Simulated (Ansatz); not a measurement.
Breaking the B1–H2 bond in CH6BN (SMILES BNC) (multiplicity 1 held, fragments rigid). Energies count from the point at 1.193 Å.
Geometry at that point (charge 0, multiplicity 1):
```xyz
9

B     -0.17378     0.16936     1.35985
H     -1.04663     0.51555     2.09588
H      0.90497    -0.15003     1.76047
N     -0.42136     0.13750    -0.00246
C      0.50466    -0.25211    -1.05319
H     -1.33201     0.40682    -0.34423
H      0.67789     0.56737    -1.75578
H      0.12956    -1.11044    -1.61689
H      1.45669    -0.52593    -0.60231
```

R- and RO- levels are restricted; in cc, def2 and unpolarised 6-31G sets they are followed outwards from rest. Active spaces are followed from a long bond inwards. Levels need not reach the same state.

Cores are frozen in the correlated methods.

Run with Ansatz (a quantum-chemistry and plane-wave program) with Gaussian orbitals. Each number belongs to the level named beside it.

Energies in kJ/mol.

| R (Å) | R-SCS-MP2/cc-pVDZ | CASSCF(2,2)/cc-pVDZ | FIC-MRCISD on CASSCF(2,2)/cc-pVDZ | FIC-MRCISD+Q on CASSCF(2,2)/cc-pVDZ |
|---|---|---|---|---|
| 0.954 | 117 | 124 | 119 | 118 |
| 1.074 | 26 | 30 | 27 | 27 |
| 1.193 | 0 | 0 | 0 | 0 |
| 1.312 | 10 | 6 | 9 | 9 |
| 1.432 | 40 | 31 | 37 | 38 |
| 1.611 | 103 | 85 | 96 | 98 |
| 1.790 | 172 | 144 | 160 | 163 |
| 2.088 | 282 | 234 | 257 | 261 |
| 2.386 | 374 | 303 | 331 | 336 |
| 2.744 | 459 | 357 | 388 | 394 |
| 3.221 | 534 | 391 | 425 | 431 |
| 3.818 | 577 | 404 | 439 | 445 |

Doubts at one or more of the structures used: a restricted determinant that unrestricted orbitals would lower (R-SCS-MP2/cc-pVDZ).
